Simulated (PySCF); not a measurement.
Bond curve of AlI

Set-up: Al def2-TZVPP, I def2-TZVPP with ECP28; scalar-relativistic core potentials (PySCF 2.14). Energies in eV from Al + I in their ground configurations at the same level. State: ¹Σ⁺ (singlet), closed shell.

All columns are MN15. A positive dipole means Al(−)I(+).

```csv
R (Å),E (eV),μ (D),Mulliken charge on Al (basis-dependent),HOMO (eV),LUMO (eV),Mayer bond order,⟨S²⟩
2.200,-3.268,0.30,-0.07,-6.55,-1.01,1.50,0.00
2.302,-3.696,-0.34,0.02,-6.74,-1.14,1.42,0.00
2.405,-3.925,-1.02,0.11,-6.92,-1.28,1.34,0.00
2.481,-4.003,-1.54,0.17,-7.04,-1.38,1.28,0.00
2.558,-4.023,-2.07,0.23,-7.14,-1.48,1.22,0.00
2.635,-3.999,-2.60,0.27,-7.23,-1.58,1.16,0.00
2.737,-3.916,-3.31,0.33,-7.31,-1.71,1.10,0.00
2.865,-3.759,-4.19,0.38,-7.35,-1.87,1.03,0.00
3.018,-3.526,-5.22,0.43,-7.30,-2.06,0.96,0.00
3.223,-3.184,-6.55,0.48,-6.98,-2.31,0.89,0.00
```

A fit through these points gives, at Re = 2.550 Å, μ = -2.01 D and dμ/dR = -6.90 D/Å; the reduced mass is 22.25 u.

Problem. How strong is the fundamental in the double-harmonic approximation, I = 42.26·(dμ/dR)²/μred km/mol?

Solution. I = 42.26·(-6.90)²/22.25 = 90.4 km/mol at MN15.

Spin–orbit coupling is left out, which matters for elements this heavy, above all for dissociation energies.
